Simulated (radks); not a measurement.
Spherical jellium clusters: N electrons in a uniform positive sphere of charge N and radius rs N^(1/3), rs = 2.75 bohr. Calculated with a radial shooting solver with Libxc functionals: non-relativistic Kohn-Sham, exchange-only LDA, spin-polarised, spherical densities. Levels are named by radial order and angular momentum (1s, 1p, 1d, 2s, ...), and open shells are averaged over m.

N = 15, configuration 1s2 1p6 1d(up 5, down 1) 2s(up 1, down 0). This is the lowest configuration that the search found. Occupied and some empty levels:

level    occupation  eigenvalue (eV)  <r> (bohr)
1s up             1          -7.4867       4.258
1s down           1          -6.4705       4.228
1p up             3          -5.5471       5.254
1p down           3          -4.5001       5.195
1d up             5          -3.2977       6.097
2s up             1          -2.7088       5.761
1d down           1          -2.2062       6.140
2s down           0          -1.6282       6.302
1f up             0         -0.92802       7.223
2p up             0         -0.74841       8.799
2p down           0         -0.14172       11.59

Energy (eV): total -5.94259, kinetic 49.574, external -1040.2, Hartree 501.63, exchange-correlation -58.599, background 541.65.

Electron density:

r (bohr)  n(r) (e/bohr^3)
0.232             0.01203
0.814             0.01181
1.40              0.01151
1.98              0.01137
2.56              0.01151
3.14              0.01185
3.73              0.01210
4.31              0.01186
4.89              0.01085
5.47             0.009057
6.05             0.006796
6.64             0.004578
7.22             0.002819
7.80             0.001636
8.38            0.0009170
8.97            0.0005024
9.55            0.0002711
10.1            0.0001453
10.7           0.00007765
11.3           0.00004094
